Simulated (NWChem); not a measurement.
C2H3FOSi; SMILES FC1=CO[SiH2]1

```xyz
8

F     -0.2268     2.1000     0.0000
C      0.0006     0.7973     0.0000
C      1.1677     0.1234     0.0000
O      0.8879    -1.2338     0.0000
Si    -0.8070    -0.8754     0.0000
H      2.2167     0.4374     0.0000
H     -1.4951    -1.3676    -1.2226
H     -1.4951    -1.3676     1.2226
```
Atoms are numbered in this order, from 1.

All runs: NWChem. Pople sets run with spherical d functions. All runs use the structure optimised with PBE0/def2-SVP. B3LYP is NWChem's, with the RPA form of VWN correlation. Ions are spin-unrestricted doublets at the neutral geometry; other ion states weren't tried.

```csv
level,"vertical ionisation energy, ΔSCF (eV)",−ε(HOMO) (eV),ΔSCF minus −ε(HOMO) (eV)
B3LYP/6-31+G*,9.07,6.54,2.53
PBE/6-31+G*,8.92,5.48,3.44
"LDA (Slater exchange, VWN5)/6-31+G*",9.17,5.65,3.52
r2SCAN/6-31+G*,8.97,5.71,3.26
Hartree-Fock/6-31+G*,8.24,9.65,-1.41
```
